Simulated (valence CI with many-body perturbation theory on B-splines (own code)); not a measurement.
Missing levels of Zr³⁵⁺

Level of theory: valence CI with perturbative core correlation (CI+MBPT): three valence electrons over a frozen Dirac-Fock core [He], radial functions for each j: 11 s, 11 p, 9 d, 7 f, 5 g, 2 h, 1 i, with the one-electron correlation potential Σ1 (screened to all orders), the two-electron term Σ2, the three-electron term Σ3, Breit, model QED; selected single and double excitations, second order for the rest (own B-spline code, finite nucleus).

No measured spectrum was set against this ion. As an estimate, large intervals hold to a few tenths of a per cent, small ones and those within an open d or f shell to about a per cent.

| Level | E (eV) |
| --- | --- |
| (2s^2 2p1/2) J=1/2 | 0.00 |
| (2s^2 2p3/2) J=3/2 | ? |
| (2s 2p1/2^2) J=1/2 | ? |
| (2s 2p1/2 2p3/2) J=3/2 [a] | ? |
| (2s 2p1/2 2p3/2) J=5/2 | 192.45 |
| (2s 2p1/2 2p3/2) J=3/2 [b] | ? |
| (2s 2p1/2 2p3/2) J=1/2 | 236.05 |
| (2s 2p3/2^2) J=5/2 | 287.15 |
| (2s 2p3/2^2) J=1/2 | ? |
| (2s 2p3/2^2) J=3/2 | ? |
| (2p1/2^2 2p3/2) J=3/2 | 347.15 |
| (2p1/2 2p3/2^2) J=3/2 | 424.77 |
| (2p1/2 2p3/2^2) J=5/2 | 439.21 |
| (2p1/2 2p3/2^2) J=1/2 | 466.92 |
| (2p3/2^3) J=3/2 | 546.56 |
| (2s^2 3s) J=1/2 | 2655.44 |
| (2s^2 3p1/2) J=1/2 | 2693.63 |
| (2s^2 3p3/2) J=3/2 | 2720.39 |
| (2s 2p1/2 3s) J=1/2 [a] | 2730.30 |
| (2s 2p1/2 3s) J=3/2 | 2744.01 |

Levels are named by their leading jj configuration (3d3/2^4 stands for four electrons in 3d with j = 3/2), which in mixed levels can hold well under half, so a name can repeat and another be missing. Letters in brackets count levels of one name in rising energy.

Question: The levels stand in rising order. What does the calculation give for the missing energies?

Answer: (2s^2 2p3/2) J=3/2 96.63; (2s 2p1/2^2) J=1/2 102.73; (2s 2p1/2 2p3/2) J=3/2 [a] 171.08; (2s 2p1/2 2p3/2) J=3/2 [b] 229.49; (2s 2p3/2^2) J=1/2 338.33; (2s 2p3/2^2) J=3/2 339.57.
